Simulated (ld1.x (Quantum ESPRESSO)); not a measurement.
## u(r) = r·R(r): atom against pseudo-atom (sulfur)

Columns: radius, all-electron u(r) and pseudo u(r) of the 3s shell (level -17.11 eV) of sulfur in the configuration [Ne] 3s2 3p4; BLYP, scalar-relativistic, RRKJ scheme, ld1.x (Quantum ESPRESSO) 7.5.

```
r (bohr)  all-electron  pseudo
   0.120        0.0339  0.0724
   0.240       -0.3387  0.1400
   0.360       -0.3996  0.1997
   0.480       -0.2424  0.2536
   0.600       -0.0006  0.3113
   0.720        0.2448  0.3879
   0.840        0.4553  0.4944
   0.960        0.6175  0.6209
   1.080        0.7314  0.7314
   1.200        0.8020  0.8020
   1.320        0.8364  0.8364
   1.440        0.8418  0.8418
   1.560        0.8254  0.8254
   1.680        0.7938  0.7938
   1.800        0.7519  0.7519
   1.920        0.7038  0.7038
   2.040        0.6525  0.6525
   2.160        0.6004  0.6004
   2.280        0.5490  0.5490
   2.400        0.4994  0.4994
   2.520        0.4523  0.4523
   2.640        0.4082  0.4082
   2.760        0.3672  0.3672
   2.880        0.3296  0.3296
   3.000        0.2950  0.2950
   3.120        0.2636  0.2636
```

How many radial nodes do the two functions have?

The all-electron 3s function has n − l − 1 = 2; the pseudo-wave has 0, since the states of the same l below it are removed with the core.

At about which radius was the pseudo-wave matched?

1.10 bohr, where the columns begin to agree (steps of 0.12 bohr).

Is the pseudo-wave norm-conserving?

Yes: the RRKJ scheme keeps the norm inside the radius equal to the all-electron one, which fixes the energy derivative of the logarithmic derivative at the level.
